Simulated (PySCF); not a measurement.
**PmH₃: breathing scan**

These are results of PySCF, PBE0, basis Pm lcecp-1-TZVP with ECP50, H def2-TZVP (scalar-relativistic core potentials, no spin–orbit coupling, density fitting), not measurements.

Rigid scan from the valence singlet (4f shell in the core) minimum (Pm–H 2.048 Å (×3); H–Pm–H 111.2° (×3)). Coordinate: all bonds to the central atom scaled together. Energies in kJ/mol from the minimum.

```json
{"scale of all bonds to the centre": "0.88", "E (kJ/mol)": "88.5", "dipole size (D)": "3.96"}
{"scale of all bonds to the centre": "0.92", "E (kJ/mol)": "36.3", "dipole size (D)": "4.21"}
{"scale of all bonds to the centre": "0.96", "E (kJ/mol)": "8.4", "dipole size (D)": "4.45"}
{"scale of all bonds to the centre": "1.00", "E (kJ/mol)": "0.0", "dipole size (D)": "4.65"}
{"scale of all bonds to the centre": "1.04", "E (kJ/mol)": "7.1", "dipole size (D)": "4.84"}
{"scale of all bonds to the centre": "1.08", "E (kJ/mol)": "26.5", "dipole size (D)": "5.02"}
{"scale of all bonds to the centre": "1.14", "E (kJ/mol)": "72.6", "dipole size (D)": "5.25"}
{"scale of all bonds to the centre": "1.22", "E (kJ/mol)": "155.0", "dipole size (D)": "5.51"}
{"scale of all bonds to the centre": "1.35", "E (kJ/mol)": "312.7", "dipole size (D)": "5.87"}
```

At long bonds a restricted determinant can lie too high, and another spin state can fall below this curve.

The 4f shell sits in the core potential, so its spin is not counted.

Other isomers or separated fragments may lie lower.

The scan took 4.4 s on 2 threads of a shared Arm Neoverse V1 host; the process peaked at 0.82 GiB.
